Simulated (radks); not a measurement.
Task: Radial electron density D(r) = 4 pi r^2 rho(r) of an atom or ion with 37 electrons. Method: Dirac Kohn-Sham, LDA (Slater exchange, Perdew-Wang correlation), spin-unpolarised, spherical densities, point nucleus; computed with a radial shooting solver on a logarithmic mesh with Libxc functionals.

| r (bohr) | D(r) (e/bohr) |
|---|---|
| 0.005644 | 11.43 |
| 0.007527 | 17.24 |
| 0.01004 | 24.80 |
| 0.0135 | 33.77 |
| 0.018 | 41.99 |
| 0.02401 | 47.13 |
| 0.03203 | 47.06 |
| 0.04306 | 42.61 |
| 0.05743 | 39.84 |
| 0.0766 | 44.83 |
| 0.103 | 54.93 |
| 0.1374 | 56.08 |
| 0.1832 | 43.52 |
| 0.2463 | 33.51 |
| 0.3285 | 38.38 |
| 0.4381 | 40.24 |
| 0.5891 | 26.01 |
| 0.7857 | 11.85 |
| 1.048 | 7.842 |
| 1.409 | 6.668 |
| 1.879 | 3.655 |
| 2.506 | 1.276 |
| 3.37 | 0.4884 |
| 4.494 | 0.2441 |
| 5.994 | 0.07098 |
| 8.059 | 0.007400 |
| 10.75 | 0.0002413 |

What is the nuclear charge?

Result: Z = 38. The innermost maximum, from 1s, lies near gamma/Z bohr with gamma = sqrt(1 - (Z/c)^2) = 0.961, here 0.0253 bohr (found: 0.0275), and its height grows with Z. The density is that of the strontium ion Sr+ in [Kr] 5s1; the configuration itself is not fixed sharply by these data, and Z only to a few units. D(r) has 3 maxima, at r = 0.0275, 0.122, 0.395 bohr, and minima at 0.0565, 0.252 bohr, inside which lie 2.07, 11.03 electrons.
